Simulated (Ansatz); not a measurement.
`C[SiH](Cl)[SiH2]F` → `F[SiH2]Cl` + `C[SiH]` at 298.15 K and 1 bar (silylene formation by 1,1-elimination).

Computed with Ansatz on PBE0-D4/def2-TZVP structures; ΔE is electronic, products minus reactants. CCSD(T)/CBS is the MP2 limit (def2-TZVPP, def2-QZVPP) plus CCSD(T) − MP2 in def2-TZVPP, frozen cores. This one scheme is used for every species. One conformer a species, not always the lowest.

| species | CCSD(T)/CBS energy (Eh) | H − E (kJ/mol) | S (J/(mol·K)) |
| --- | --- | --- | --- |
| `C[SiH](Cl)[SiH2]F` | -1179.51308 | 201.9 | 383.7 |
| `F[SiH2]Cl` | -849.96195 | 69.7 | 280.5 |
| `C[SiH]` | -329.46712 | 122.3 | 261.2 |

H − E and S are ideal-gas, rigid-rotor, harmonic terms from PBE0-D4/def2-TZVP, for one conformer and one mirror image of each species. 1 Eh = 2625.50 kJ/mol, R = 8.31446 J/(mol·K).

**Question.** By hand: ΔE, ΔH, ΔS and ΔG.

**Answer.** ΔE = (-849.96195) + (-329.46712) − (-1179.51308) = 0.08401 Eh = 220.6 kJ/mol. Δ(H − E) = 69.7 + 122.3 − 201.9 = -9.9, so ΔH = 210.7 kJ/mol. ΔS = 280.5 + 261.2 − 383.7 = 158.0 J/(mol·K). ΔG = 210.7 − 298.15 × (158.0)/1000 = 163.6 kJ/mol.

**Question.** By hand: the equilibrium constant, and the temperature at which ΔG would vanish if ΔH and ΔS stayed fixed.

**Answer.** log₁₀ K = −ΔG/(RT ln 10) = -28.7. ΔG = 0 at ΔH/ΔS = 1334 K.

The number of gas molecules changes by +1, which sets the sign of ΔS. A doubt of 5 kJ/mol in ΔE shifts log₁₀ K by 0.9 here. Other conformers and mirror images would add mixing entropy, several J/(mol·K) or more a flexible species. Modes under 60 cm⁻¹, often nearly free rotors, make the harmonic entropy too high. These are equilibria of isolated gas molecules and say nothing of rates. Largest T1 diagnostic: 0.012 (customary marks: 0.02 for closed shells, 0.045 for open ones).
